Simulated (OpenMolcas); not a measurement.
An atom or ion with 80 electrons was computed by MS-RASPT2, IPEA 0.25 Eh, imaginary shift 0.1 Eh with spin-orbit coupling (OpenMolcas, ANO-RCC-VTZP, DKH2). The lowest levels that the run gave, each within 12 % of the measured value where one is at hand:

```csv
J,Parity,E (cm-1),g
0,even,0.0,
0,odd,51120,
1,odd,53660,1.485
2,odd,60760,1.501
1,odd,74350,1.016
```

Problem. Which ion is it, and what are the configurations and terms?

Solution. Tl II (Z = 81, charge +1; active space 2 electrons in 9 orbitals (RAS2 6s 6p; RAS3 6d, at most 2 electrons)). J, parity and g give the terms where levels are pure, and mixed ones are named by the computed weights; the size of the splittings, set against known spectra of the 80-electron sequence, gives the charge. In order, with the measured energies in cm-1 (NIST Handbook of Basic Atomic Spectroscopic Data): 6s2 1S0, 6s 6p 3P* 0 (49451), 6s 6p 3P* 1 (52394), 6s 6p 3P* 2 (61728), 6s 6p 1P* 1 (75663).

Active for correlation alone: 6d; no level in the range computed is led by a configuration that fills it, so any true level of that kind is missing. Spin-orbit splittings of 6p shells tend to come out small when the coupling is added on scalar orbitals. Computed and measured levels are paired by configuration, term and J; levels that our copy of the source lacks, or whose pairing is in doubt (as where it misses far off the trend of its configuration), stay unpaired and out of the deviations. Only configurations of the active space appear.

* marks odd parity.
